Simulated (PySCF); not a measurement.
## Ca (calcium, neutral) across methods

[Ar] 4s1 4p1, high-spin 3P determinant (an excited configuration). All numbers are calculated (PySCF 2.14, the spin-free X2C one-electron Hamiltonian (Gaussian nucleus), in ANO-RCC-VTZP (6s5p2d1f, 38 functions)).

```json
{"method": "r2SCAN", "E (hartree)": "-680.345", "mean ε 3p β (eV)": "-29.794", "mean ε 4s α (eV)": "-4.748", "mean ε 4p α (eV)": "-2.306", "Σ⟨r²⟩ (bohr²)": "61.11", "⟨S²⟩": "2.000"}
{"method": "M06-L", "E (hartree)": "-680.342", "mean ε 3p β (eV)": "-29.856", "mean ε 4s α (eV)": "-4.629", "mean ε 4p α (eV)": "-2.232", "Σ⟨r²⟩ (bohr²)": "61.23", "⟨S²⟩": "2.001"}
{"method": "B97-3", "E (hartree)": "-680.304", "mean ε 3p β (eV)": "-31.474", "mean ε 4s α (eV)": "-5.297", "mean ε 4p α (eV)": "-2.740", "Σ⟨r²⟩ (bohr²)": "61.43", "⟨S²⟩": "2.000"}
{"method": "BHandHLYP", "E (hartree)": "-680.395", "mean ε 3p β (eV)": "-33.436", "mean ε 4s α (eV)": "-5.892", "mean ε 4p α (eV)": "-3.116", "Σ⟨r²⟩ (bohr²)": "60.99", "⟨S²⟩": "2.000"}
{"method": "PBE0", "E (hartree)": "-680.212", "mean ε 3p β (eV)": "-31.319", "mean ε 4s α (eV)": "-5.370", "mean ε 4p α (eV)": "-2.820", "Σ⟨r²⟩ (bohr²)": "61.08", "⟨S²⟩": "2.000"}
{"method": "r2SCAN0", "E (hartree)": "-680.344", "mean ε 3p β (eV)": "-31.842", "mean ε 4s α (eV)": "-5.430", "mean ε 4p α (eV)": "-2.809", "Σ⟨r²⟩ (bohr²)": "61.04", "⟨S²⟩": "2.000"}
{"method": "LDA", "E (hartree)": "-678.514", "mean ε 3p β (eV)": "-28.958", "mean ε 4s α (eV)": "-4.773", "mean ε 4p α (eV)": "-2.200", "Σ⟨r²⟩ (bohr²)": "60.54", "⟨S²⟩": "2.000"}
{"method": "PBE", "E (hartree)": "-680.168", "mean ε 3p β (eV)": "-28.963", "mean ε 4s α (eV)": "-4.659", "mean ε 4p α (eV)": "-2.257", "Σ⟨r²⟩ (bohr²)": "60.94", "⟨S²⟩": "2.000"}
{"method": "UHF", "E (hartree)": "-679.58938", "mean ε 3p β (eV)": "-37.246", "mean ε 4s α (eV)": "-7.126", "mean ε 4p α (eV)": "-4.246", "Σ⟨r²⟩ (bohr²)": "63.05", "⟨S²⟩": "2.000"}
```
